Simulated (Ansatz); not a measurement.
All numbers were calculated with Ansatz.

Basis-set series for `C[O][Ge]([O]C)([O]C)[Se]C`. The species carries charge 0 and has multiplicity 1. The structure was optimised at the PBE0-D4/def2-TZVP level. It is one conformer, not always the lowest.

| functional | basis | functions | energy (Eh) | HOMO (eV) | LUMO (eV) |
| --- | --- | --- | --- | --- | --- |
| PBE0-D4 | def2-SVP | 222 | -4862.13461 | -6.78 | -0.07 |
| PBE0-D4 | def2-QZVPP | 937 | -4863.26239 | -6.89 | -0.43 |
| ωB97M-V | def2-SVP | 222 | -4862.68027 | -8.95 | 1.93 |
| ωB97M-V | def2-QZVPP | 937 | -4863.81890 | -9.08 | 1.24 |

Task: Give the rows for def2-TZVPP. (Estimate.)

Result: The calculation gave: 
```tsv
functional	basis	functions	energy (Eh)	HOMO (eV)	LUMO (eV)
PBE0-D4	def2-TZVPP	481	-4863.14458	-6.86	-0.33
ωB97M-V	def2-TZVPP	481	-4863.70487	-9.06	1.51
```

Positive LUMOs are unbound and depend on the basis. Scalar relativity is left out up to krypton.
